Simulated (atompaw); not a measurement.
antimony (Sb): one change to a PAW (atompaw) potential, before and after

antimony, PAW, made with atompaw 4.2.0.5 (PBE, scalar-relativistic). Core [Kr] 4d10, reference 5s1 5p4. Waves: 5s (bound): rc 1.65 bohr; 5s channel at -0.6 Ry: rc 1.65 bohr; 5p (bound): rc 2.70 bohr; 5p channel at 0.15 Ry: rc 2.70 bohr; 5d channel at 0.4 Ry: rc 2.70 bohr; 5d channel at 2.65 Ry: rc 2.70 bohr. Local part: vpsmatchnc scheme with l = 3 at 0.5 Ry, radius 2.10 bohr. Core correction: smooth core density matched at 2.35 bohr. Augmentation charge: sinc compensation charge, radius 1.95 bohr; PAW radius 2.70 bohr; waves and projectors: custom polynom vanderbiltortho.

All-electron outer shells of the reference configuration (PBE, scalar-relativistic, ld1.x):

```tsv
shell	level (eV)	outermost node (bohr)	outermost maximum (bohr)
4p	-103.25	0.39	0.76
4d	-34.91	0.38	0.84
5s	-13.62	0.95	1.88
5p	-5.41	1.04	2.32
```

Change: wave 5p (bound): rc 2.70 bohr becomes 5p (bound): rc 2.18 bohr.

Cutoffs: the cutoffs (Ry, on a coarse ladder) from which the occupation-weighted sum of valence levels, in a spherical-Bessel basis at the reference potential, stays within 10 and 1 mRy of its value at 400 Ry; they do not see the model core or the augmentation charge, which bear on the density cutoff.

Q: What does the change do?

A: The potential gets harder (18 Ry and 21 Ry → 21 Ry and 25 Ry); both files keep a bound ghost (d, p, s).

| quantity | base | changed |
| --- | --- | --- |
| cutoff, loose | 18 Ry | 21 Ry |
| cutoff, tight | 21 Ry | 25 Ry |
| loose cutoff by channel (10 mRy a level) | s 18 Ry, p 6 Ry | s 18 Ry, p 21 Ry |
| bound ghosts | p, s, d | s, p, d |
| s: phases at 2.70 bohr within 0.05 rad from the reference energy up to (Ry; the scan ends near 5) | to the end of the scan | to the end of the scan |
| p: phases at 2.70 bohr within 0.05 rad from the reference energy up to (Ry; the scan ends near 5) | 4.1 | 3.5 |
| d: phases at 2.70 bohr within 0.05 rad from the reference energy up to (Ry; the scan ends near 5) | to the end of the scan | to the end of the scan |
| lowest overlap eigenvalue by channel | s 0.42, p 0.10, d 0.75 | s 0.42, p 0.04, d 0.75 |

 A true bound ghost makes a file unfit for plane-wave use even where its test errors are small: the radial tests pick states by their node count and pass the ghost by. The cutoffs see the waves, projectors and local potential, not the compensation charge or the core.
